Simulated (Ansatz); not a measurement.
Stepwise reaction of `ClC[SiH2]CCl` with hydrogen sulfide, as a gas-phase model of exchange steps in deposition or etching. ΔE in kJ/mol; ΔG adds harmonic PBE0-D4 terms to CCSD(T)/CBS, at 1 bar.

Computed with Ansatz on PBE0-D4/def2-TZVP structures; ΔE is electronic, products minus reactants. CBS: MP2 limit from def2 TZ/QZ plus the TZ coupled-cluster correction, frozen cores. This one scheme is used for every species. Functionals use def2-TZVPP. B3LYP here is the variant with VWN-RPA as its local correlation; programs differ in this. Each species was taken in one conformer, which may not be the lowest.

```
step                                 reaction  PBE-D4  B3LYP-D4  ωB97M-V  CCSD(T)/CBS  ΔG(500 K)
   2  `S[SiH2]CCl` + H₂S → `S[SiH2]S` + `CCl`   -64.5     -63.1    -61.7        -62.5      -55.8
```

Question: Give the row of step 1, `ClC[SiH2]CCl` + H₂S → `S[SiH2]CCl` + `CCl`. (Best estimate.)

Answer: The calculation gave: 
```
step                                     reaction  PBE-D4  B3LYP-D4  ωB97M-V  CCSD(T)/CBS  ΔG(500 K)
   1  `ClC[SiH2]CCl` + H₂S → `S[SiH2]CCl` + `CCl`   -66.0     -63.6    -62.2        -64.3      -62.0
```

Question: By hand: ΔE of the 2 steps together at CCSD(T)/CBS.

Answer: (-64.3) + (-62.5) = -126.8 kJ/mol, or -63.4 kJ/mol a step.

In ΔE the steps differ by no more than 1.8 kJ/mol. All are downhill at CCSD(T)/CBS. ΔG lies between -62.0 and -55.8 kJ/mol a step. PBE-D4 differs from CCSD(T)/CBS by -2.0 to -1.7 kJ/mol a step. Only this route is followed, and other bonds may react first. Isolated molecules leave out the surface, adducts and barriers. Largest T1 diagnostic: 0.011.
